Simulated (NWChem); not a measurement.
System: ScH2O2F; SMILES [OH][Sc]([OH])[F]

```xyz
6

Sc     0.0018     0.0045     0.0000
F      1.8269     0.2005     0.0000
O     -0.6701    -1.7376     0.0000
H     -1.4064    -2.3566     0.0000
O     -1.1085     1.4977     0.0000
H     -1.3685     2.4230     0.0000
```
Atoms are numbered in this order, from 1.

Computed with NWChem. Coordinates come from a B3LYP/6-31G* (spherical d) optimisation. Vzz is the largest principal value of the second derivative of the potential at the nucleus (NWChem prints the opposite sign); η is the asymmetry. Non-relativistic.

What does the run give for Hartree-Fock/def2-SVP? Quantities: Vzz Sc1 (a.u.); η Sc1; Vzz O3 (a.u.); η O3; Vzz O5 (a.u.); η O5.


```json
{
  "Vzz Sc1 (a.u.)": "1.415",
  "η Sc1": "0.16",
  "Vzz O3 (a.u.)": "1.432",
  "η O3": "0.17",
  "Vzz O5 (a.u.)": "1.428",
  "η O5": "0.16"
}
```
